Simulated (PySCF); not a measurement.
**OsH₂, quintet: data card**

Level of theory: UPBE0 in PySCF with Os def2-TZVP with ECP60, H def2-TZVP; scalar-relativistic core potentials, no spin–orbit coupling; density-fitted integrals.

The structure is a minimum.

| Item | Value |
| --- | --- |
| Point group | C2v |
| Bond lengths | H–H 0.903 Å, Os–H 1.765 Å (×2) |
| Bond angles | H–H–Os 75.2° (×2), H–Os–H 29.7° |
| Spin squared ⟨S²⟩ | 6.019 |
| Rotational symmetry number | 2 |
| Zero-point energy | 30.0 kJ/mol |
| Entropy at 298.15 K and 1 bar (electronic part: spin only) | 242.5 J/(mol K) |
| Rotational constants | 40.99, 2.903, 2.711 cm⁻¹ |
| Enthalpy at 298.15 K above 0 K | 10.07 kJ/mol |
| Highest occupied level (α) | -4.82 eV |
| Dipole moment | 1.27 D |
| Lowest empty level (β) | -2.89 eV |
| Principal quadrupole moments (Buckingham, traceless) about the centre of mass | -3.94, 1.69, 2.26 D Å |
| Principal polarisabilities | 24.8, 38.8, 58.5 bohr³ |
| Atomisation energy without zero-point energy | 433 kJ/mol |
| Heat capacity Cp at 298.15 K | 35.6 J/(mol K) |

Harmonic modes (masses in u: Os 191.961, H 1.008):
```csv
symmetry,ω (cm⁻¹),IR (km/mol),μ (u)
a1,897,0.2,1.02
b2,1570,99.3,1.01
a1,2545,256,1.01
```

In C2v the vibrations span 2a1 + b2. Here b1 is antisymmetric to the molecular plane and b2 lies in it.

Charges (e):
```tsv
atom	Mulliken	Löwdin	polar tensor	spin (Mulliken)	Mayer order to Os1
Os1	0.00	-0.09	-0.03	3.97	–
H2,3	0.00	0.05	0.02	0.02	0.45
```
Other Mayer orders above 0.3: H–H 0.55.

Mulliken populations on Os1 (electrons outside its core potential): s 3.03, p 6.25, d 6.71, f 0.01.

This need not be the most stable arrangement of these atoms. Open d and f shells are described by one determinant, and the ground state may have another occupation or spin. At this level a triplet minimum of C2v symmetry lies 121 kJ/mol below this structure. With an element this heavy the missing spin–orbit coupling can shift these numbers.

The final relaxation and frequency run took roughly 28 core-seconds on a shared host.
